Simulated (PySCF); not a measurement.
**Mayer bond orders and bond lengths**

Compound: C6H13NSSi.
Numbering: `[H]/[N:1]=[C:2](\[CH2:3][CH2:4][S:5][SiH3:6])[CH:7]1[CH2:8][CH2:9]1` (hydrogens: H10 on N1; H11, H12 on C3; H13, H14 on C4; H15, H16, H17 on Si6; H18 on C7; H19, H20 on C8; H21, H22 on C9)

Structure used (GFN2-xTB), in Å, numbered top down from 1:
```
atom  x, y, z in Å
N1    -1.4950    0.2285   -1.3756
C2    -0.9160   -0.1067   -0.3079
C3     0.5271   -0.5480   -0.1430
C4     1.3313   -0.5303   -1.4293
S5     3.0328   -1.1593   -1.1936
Si6    3.9094    0.3664    0.0285
C7    -1.6811   -0.0828    0.9556
C8    -3.1441   -0.4546    0.9254
C9    -2.7544    0.9632    1.1362
H10   -0.9292    0.1927   -2.2181
H11    0.5290   -1.5600    0.2729
H12    0.9964    0.1102    0.5951
H13    1.4045    0.4773   -1.8410
H14    0.8933   -1.1960   -2.1738
H15    3.5142    0.1696    1.4212
H16    5.3349    0.1895   -0.1677
H17    3.4009    1.6412   -0.4654
H18   -1.1155   -0.3699    1.8331
H19   -3.5464   -0.7220   -0.0384
H20   -3.5363   -1.0217    1.7559
H21   -2.8949    1.6454    0.3131
H22   -2.8712    1.4012    2.1160
```

Bond orders from the PBE0/pcSseg-1 density (PySCF). Isolated species at its GFN2-xTB geometry (one conformer only).

(1) How far do the computed orders between heavy atoms stray from the drawn ones?

(2) Set the Mayer orders of the bonds beside their lengths.

Results:

(1) The largest departure is 0.083, at N1–C2 (drawn double, 2.083).

(2) 
| bond | drawn as | length (Å) | Mayer order |
| --- | --- | --- | --- |
| N1–C2 | double | 1.260 | 2.083 |
| C2–C3 | single | 1.518 | 0.950 |
| C3–C4 | single | 1.517 | 1.003 |
| C4–S5 | single | 1.829 | 1.017 |
| S5–Si6 | single | 2.142 | 0.958 |
| C2–C7 | single | 1.477 | 0.972 |
| C7–C8 | single | 1.510 | 0.933 |
| C8–C9 | single | 1.485 | 0.990 |
| C9–C7 | single | 1.510 | 0.934 |
| N1–H10 | single | 1.015 | 0.937 |
| C3–H11 | single | 1.094 | 0.925 |
| C3–H12 | single | 1.095 | 0.918 |
| C4–H13 | single | 1.091 | 0.930 |
| C4–H14 | single | 1.091 | 0.935 |
| Si6–H15 | single | 1.461 | 0.913 |
| Si6–H16 | single | 1.450 | 0.950 |
| Si6–H17 | single | 1.459 | 0.924 |
| C7–H18 | single | 1.083 | 0.966 |
| C8–H19 | single | 1.078 | 0.946 |
| C8–H20 | single | 1.079 | 0.955 |
| C9–H21 | single | 1.078 | 0.945 |
| C9–H22 | single | 1.080 | 0.955 |

Bonds between the same two heavy elements. C–C: lowest C7–C8 and C9–C7 (0.933, 1.510 Å), highest C3–C4 (1.003, 1.517 Å); in 3 of the 15 pairs the longer bond (by over 0.003 Å) has the higher order (by 0.02 or more). Bonds named together lie within 0.004.

Q: Sum the orders of all bonds at each heavy atom with more than one neighbour and set the sums beside the valence in the SMILES.

A: N1 3.020 (drawn 3), C2 4.005 (drawn 4), C3 3.796 (drawn 4), C4 3.885 (drawn 4), S5 1.975 (drawn 2), Si6 3.745 (drawn 4), C7 3.805 (drawn 4), C8 3.824 (drawn 4), C9 3.824 (drawn 4). Orders between atoms that aren't bonded are not in these sums.

Mayer orders depend on the basis set.
